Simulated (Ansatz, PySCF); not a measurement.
The pair A = CH4 (SMILES C) (first 5 atoms), B = SiH4 (SMILES [SiH4]); geometry from B3LYP-D3(BJ)/def2-TZVP.
(charge 0, multiplicity 1):
```xyz
10

C      0.0891    -0.0428    -0.0409
H     -0.9528     0.0525     0.2618
H      0.5038    -0.9627     0.3689
H      0.1500    -0.0702    -1.1280
H      0.6554     0.8092     0.3327
Si    -0.0882     0.0429     3.7399
H      0.4402    -1.2682     3.3022
H     -1.4421     0.2440     3.1776
H      0.8090     1.1209     3.2681
H     -0.1601     0.0752     5.2186
```

Rows in 6-31G* carry no dispersion term and start afresh at each structure (6-31G* with six Cartesian d functions). MP2/6-31G* freezes PySCF's default core.

Codes used: Ansatz (a quantum-chemistry and plane-wave program) with Gaussian orbitals; PySCF for 6-31G* rows. Each number belongs to the level named beside it.

Total energies (hartree), monomers frozen at their geometry in the pair:

| structure | B3LYP/6-31G* | B3LYP/def2-TZVPPD | MP2/6-31G* |
|---|---|---|---|
| AB | -332.4015582 | -332.4557327 | -331.6401220 |
| A in the pair's basis | -40.5186479 | -40.5391829 | -40.3328735 |
| B in the pair's basis | -291.8838046 | -291.9173274 | -291.3074436 |
| A | -40.5183391 | -40.5391546 | -40.3325502 |
| B | -291.8836406 | -291.9172962 | -291.3071073 |

**Question.** Work out the interaction energy without and with the counterpoise correction, and the superposition error, for each level.

**Answer.** 
E(AB) − E(A) − E(B), times 627.509 kcal/mol, with the monomers in their own basis and then in the pair's basis:
- B3LYP/6-31G*: 0.26 uncorrected, 0.56 corrected; the monomers gain 0.30 kcal/mol from borrowed functions
- B3LYP/def2-TZVPPD: 0.45 uncorrected, 0.49 corrected; the monomers gain 0.04 kcal/mol from borrowed functions
- MP2/6-31G*: -0.29 uncorrected, 0.12 corrected; the monomers gain 0.41 kcal/mol from borrowed functions
